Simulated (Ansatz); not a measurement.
Frontier orbitals of C$_{2}$H$_{8}$B$_{2}$FN (`BN(C)B(C)F`).

Z-matrix (Å, degrees):
```
C
N 1 1.465
H 1 1.089 2 109.4
H 1 1.092 2 111.0 3 -120.2
H 1 1.092 2 111.0 3 120.2
B 2 1.439 1 116.8 3 180.0
B 2 1.408 1 119.9 3 0.1
C 6 1.560 2 127.9 1 -180.0
F 6 1.342 2 115.2 1 -0.1
H 7 1.192 2 120.2 1 -180.0
H 7 1.197 2 119.0 1 0.0
H 8 1.087 6 115.1 2 -1.2
H 8 1.095 6 109.2 2 -123.8
H 8 1.095 6 109.1 2 121.1
```

The species carries charge 0 and has multiplicity 1. All single points use the PBE0-D4/def2-TZVP geometry. It is one conformer, not always the lowest. Basis def2-TZVPP, Ansatz.

Orbital energies of one run (eV). Highest occupied ones, from the top: -7.19, -7.52, -8.08, -8.93, -9.44, -9.50, -9.77, -10.34, -10.61, -11.22, -11.86, -12.37, -13.80, -16.67. Empty: -1.63, 0.01, 0.20, 1.02, 1.68, 1.87.

Which functional gave them?
A. r2SCAN0
B. r2SCANh
C. PBE0
D. revPBE

D. HOMO energies: revPBE -7.19, r2SCAN0 -8.67, r2SCANh -7.95, PBE0 -8.51 eV.
